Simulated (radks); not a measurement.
The numbers below are computed, except where a source is named.
Re33+, configuration [Kr] 4d6.

Code: a radial shooting solver on a logarithmic mesh with Libxc functionals. Model: non-relativistic Kohn-Sham, LB94 model potential, spin-polarised, spherical densities, point nucleus; open shells are filled with parallel spins first (spin-orbit coupling, left out, can overturn this in heavy ions); relativity is left out, which matters for an element this heavy.

Energy parts (hartree):
| part | energy |
|---|---|
| kinetic | 15213.4797 |
| electron-nucleus | -34048.0219 |
| Hartree | 3899.6641 |
(The LB94 potential has no energy functional, so no total or exchange-correlation energy is given.)

Orbitals (lengths in bohr, moments of r in powers of bohr; r(max) is where P^2 peaks):
\begin{tabular}{lrrrrrr}
orbital & occ. & eigenvalue (hartree) & <1/r> & <r^4> & r(max) & <r> \\ \hline
1s down & 1 & -2464.656 & 74.49 & 7.456e-07 & 0.01340 & 0.02018 \\
1s up & 1 & -2464.649 & 74.49 & 7.456e-07 & 0.01340 & 0.02018 \\
2s up & 1 & -447.6121 & 17.48 & 0.0001211 & 0.07293 & 0.08517 \\
2s down & 1 & -447.5448 & 17.49 & 0.0001210 & 0.07292 & 0.08515 \\
2p up & 3 & -431.5135 & 17.53 & 0.00007607 & 0.05659 & 0.07200 \\
2p down & 3 & -431.4796 & 17.54 & 0.00007600 & 0.05659 & 0.07199 \\
3s down & 1 & -139.7080 & 6.791 & 0.004008 & 0.1996 & 0.2142 \\
3s up & 1 & -139.7047 & 6.797 & 0.004008 & 0.1995 & 0.2141 \\
3p up & 3 & -132.2735 & 6.751 & 0.003550 & 0.1878 & 0.2041 \\
3p down & 3 & -132.2506 & 6.745 & 0.003552 & 0.1880 & 0.2042 \\
3d up & 5 & -118.4626 & 6.667 & 0.002374 & 0.1479 & 0.1787 \\
3d down & 5 & -118.3777 & 6.662 & 0.002379 & 0.1480 & 0.1788 \\
4s up & 1 & -60.87479 & 3.240 & 0.06442 & 0.4271 & 0.4386 \\
4s down & 1 & -60.61836 & 3.244 & 0.06443 & 0.4267 & 0.4384 \\
4p up & 3 & -57.64616 & 3.186 & 0.06530 & 0.4237 & 0.4368 \\
4p down & 3 & -57.39497 & 3.191 & 0.06530 & 0.4233 & 0.4366 \\
4d up & 5 & -51.85201 & 3.079 & 0.06424 & 0.4087 & 0.4281 \\
4d down & 1 & -51.62708 & 3.089 & 0.06411 & 0.4079 & 0.4275 \\
\end{tabular}

The highest occupied level is 4d down at -1404.8 eV. Spin moment in Bohr magnetons: 4. Summed over all electrons, <r^2> = 3.798 bohr^2, which gives a Langevin (diamagnetic) susceptibility term of -3.01 x 10^-6 cm^3/mol. For comparison, the ionisation energy in NIST's Atomic Spectra Database is 1402 eV (theoretical). In exact Kohn-Sham theory the highest level is minus the ionisation energy, but local and semilocal functionals leave it too shallow, through self-interaction and a potential that decays too fast; potentials with the right tail come closer. The electron density at the nucleus is 3.025e+05 e/bohr^3. The spin density at the nucleus is -1.641 e/bohr^3 (1s 0.620, 2s -6.325, 3s 7.366, 4s -3.301).
